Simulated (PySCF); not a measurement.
CH5FN2Si2, SMILES F[Si@@H]1C=N[SiH2]N1. Atoms are numbered in the order given.

```xyz
11

F     -2.0253     1.2116    -0.3166
Si    -1.0228    -0.0417    -0.6091
C     -0.5658    -0.9330     1.0202
N      0.6645    -0.8918     1.3847
Si     1.7279    -0.0261     0.2573
N      0.5864     0.4400    -0.9880
H     -1.7125    -0.8250    -1.6679
H     -1.2949    -1.4564     1.6748
H      2.3688     1.1198     0.9615
H      2.7907    -0.9442    -0.2407
H      0.8438     0.9110    -1.8501
```

The structure is a stationary point at r2SCAN-D4/def2-SVP. The structure was generated by enumeration; whether it is a known compound was not checked.

These are PBE/pcSseg-1 run with PySCF values and carry that method's errors.

GIAO shieldings, no solvent; atoms listed in one row are averaged. δ = σ(ref) − σ: ¹⁹F against CFCl3 (σ = 133.6 ppm); ²⁹Si against TMS (σ = 335.4 ppm); ¹³C against TMS (σ = 182.0 ppm); ¹⁵N against NH3 (σ = 267.0 ppm); ¹H against TMS (σ = 31.49 ppm), references at their B3LYP-D3(BJ)/def2-TZVP geometries, non-relativistic.

| nucleus | atoms | count | δ (ppm) |
|---|---|---|---|
| ¹⁹F | F1 | 1 | -176.6 |
| ²⁹Si | Si5 | 1 | -14.2 |
| ²⁹Si | Si2 | 1 | -31.3 |
| ¹³C | C3 | 1 | 208.4 |
| ¹⁵N | N4 | 1 | 483.8 |
| ¹⁵N | N6 | 1 | 49.2 |
| ¹H | H8 | 1 | 10.45 |
| ¹H | H9 | 1 | 6.04 |
| ¹H | H10 | 1 | 5.93 |
| ¹H | H7 | 1 | 5.70 |
| ¹H | H11 | 1 | 1.83 |
